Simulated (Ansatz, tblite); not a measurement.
Cost and result up the ladder for the cluster SrS2 (3 atoms). Total charge 0; singlet. Geometry: PBE0-D4/def2-TZVP.

Cartesian coordinates in Å:
```
Sr -0.097 0.693 1.400
S -0.037 -1.302 -0.233
S 0.135 0.609 -1.167
```

Ansatz on 4 threads of Arm Neoverse V2 on a shared host; xTB runs through tblite on one thread. Times are rough, summed over both states, and most runs start from the orbitals of an earlier one. CCSD(T)/def2-TZVPP serves as the yardstick here, not as an exact answer. Differences are given only for rows in sets of like size (and for xTB, whose basis is part of the method), since another set adds its own error. The other state is a triplet at its own geometry.

In the def2 sets Sr takes a core potential, while STO-3G treats all electrons; there is no spin–orbit coupling. The xTB rows come from tblite. LC-ωPBE has ω = 0.4 bohr⁻¹. B3LYP takes the VWN-RPA correlation. Correlated methods freeze 10 core orbitals; core or outer-core shells of Sr are correlated, in sets that lack core-valence functions. The structure comes from a short search, and lower isomers may exist.

Correlated methods converge slowly with the basis.

xTB has no spin-polarisation term.

```csv
level,functions,wall time,triplet − singlet (eV),difference from CCSD(T)/def2-TZVPP (eV)
GFN1-xTB,27,0.004 s,1.47,1.02
GFN2-xTB,27,0.013 s,-0.20,-0.65
HF/STO-3G,40,0.25 s,-2.19,–
LDA (SPW92)/def2-TZVP,107,0.95 s,0.81,0.36
MP2/def2-TZVP,107,1.1 s,0.45,0.00
HF/def2-TZVP,107,1.2 s,-0.22,-0.67
PBE-D4/def2-TZVP,107,1.8 s,0.67,0.22
PBE0-D4/def2-TZVP,107,2.6 s,0.62,0.17
B3LYP-D4/def2-TZVP (with forces),107,2.7 s,0.54,0.09
RPA@PBE/def2-TZVP,107,2.7 s,0.07,-0.38
LC-ωPBE/def2-TZVP,107,3.8 s,0.63,0.18
r2SCAN-D4/def2-TZVP,107,4.7 s,0.64,0.19
r2SCANh-D4/def2-TZVP,107,4.7 s,0.62,0.17
CCSD(T)/def2-TZVPP,124,6.3 s,0.45,0.00
```
